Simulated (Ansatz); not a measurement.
`[CH3][GeH]([OH])[Cl]` and `[CH3][GeH]([OH])[F]` differ in one element.

Ansatz, PBE0-D4/def2-TZVP geometries, multiplicity 1. Each molecule was computed in one conformer, which needn't be the lowest.

Scalar relativity is left out up to krypton.

| property | `[CH3][GeH]([OH])[Cl]` |
| --- | --- |
| LUMO energy (B3LYP/def2-TZVPP) / eV | 0.04 |
| zero-point energy (PBE0-D4/def2-TZVP) / kJ/mol | 156.9 |
| HOMO energy (B3LYP/def2-TZVPP) / eV | -8.28 |
| HOMO–LUMO gap (ωB97M-V/def2-TZVPP) / eV | 12.84 |
| HOMO–LUMO gap (PBE/def2-TZVPP) / eV | 6.48 |
| size of the dipole moment (ωB97M-V/def2-TZVPP) / D | 2.29 |

Task: What does the change do to each property? (An estimate is asked.)

Result: Computed: 
```tsv
property	`[CH3][GeH]([OH])[F]`	shift
LUMO energy (B3LYP/def2-TZVPP) / eV	0.27	0.23
zero-point energy (PBE0-D4/def2-TZVP) / kJ/mol	159.4	2.5
HOMO energy (B3LYP/def2-TZVPP) / eV	-8.69	-0.41
HOMO–LUMO gap (ωB97M-V/def2-TZVPP) / eV	13.49	0.65
HOMO–LUMO gap (PBE/def2-TZVPP) / eV	7.02	0.54
size of the dipole moment (ωB97M-V/def2-TZVPP) / D	1.89	-0.40
```

With PBE0 the HOMO falls by 0.41 eV and the LUMO rises by 0.24 eV, so the gap widens by about 0.65 eV. PBE moves the HOMO by -0.24 eV and ωB97M-V by -0.47 eV. Dipoles are sizes alone; their direction can turn.

B3LYP here is the variant with VWN-RPA as its local correlation; programs differ in this.
